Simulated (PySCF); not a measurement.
Ionisation energy of Pt⁴³⁺ by level of theory

Pt⁴³⁺ [Ar] 3d10 4s2 4p5 [4p1/2^2 4p3/2^3, M_J = 3/2] → Pt⁴⁴⁺ [Ar] 3d10 4s2 4p4 [4p1/2^2 4p3/2^2, M_J = 2], as a difference of total energies. Computed with PySCF 2.14 in an uncontracted even-tempered set (16 s from 5.5 bohr⁻², ratio 2.8; 14 p from 7.2 bohr⁻², ratio 2.8; 8 d from 13 bohr⁻², ratio 2.8; 4 f from 34 bohr⁻², ratio 3), with the two-component X2C-1e Hamiltonian. Correlated levels: [Ne] frozen; the 78 highest virtual spinors dropped. "Screened" scales the spin-orbit matrix elements by Boettger's factors to mimic the two-electron term; Breit and QED terms are absent.

```json
{"method": "GHF (spin-free)", "ionisation energy (eV)": "2257.1"}
{"method": "GMP2 (spin-free)", "ionisation energy (eV)": "2258.5"}
{"method": "GHF (screened spin-orbit)", "ionisation energy (eV)": "2222.2"}
{"method": "GMP2 (screened spin-orbit)", "ionisation energy (eV)": "2223.6"}
```

Breit and QED terms and the two-electron picture change are absent.

The spin-free rows relax to the high-spin LS determinant and lack the spin-orbit shift.

The labels give the starting determinants; with spin-orbit coupling the two ends relaxed to ⟨J²⟩ = 3.75, ⟨L²⟩ = 2.09, ⟨S²⟩ = 0.84 and ⟨J²⟩ = 6.00, ⟨L²⟩ = 3.31, ⟨S²⟩ = 1.46.

For comparison: 2228 ± 4 eV (theoretical estimate listed by NIST; NIST Atomic Spectra Database, ionization energies).
